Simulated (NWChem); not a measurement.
Molecule: CH$_{4}$AlClOS; SMILES [Cl][Al]([OH])[S]C

All runs: NWChem. Each level has its own optimisation; frequencies are unscaled. One conformer.

```tsv
level	r Al–Cl (Å)	r Al–O (Å)	r Al–S (Å)	r H–O (Å)	highest harmonic frequency (cm⁻¹)	lowest (cm⁻¹)	zero-point energy (kcal/mol)	dipole (D)
Hartree-Fock/3-21G	2.186	1.647	2.224	0.949	4137	27	36.3	5.12
B3LYP/3-21G	2.188	1.690	2.225	0.977	3731	51	34.2	4.20
PBE0/def2-SVP	2.097	1.696	2.157	0.958	3989	57	34.4	2.40
```
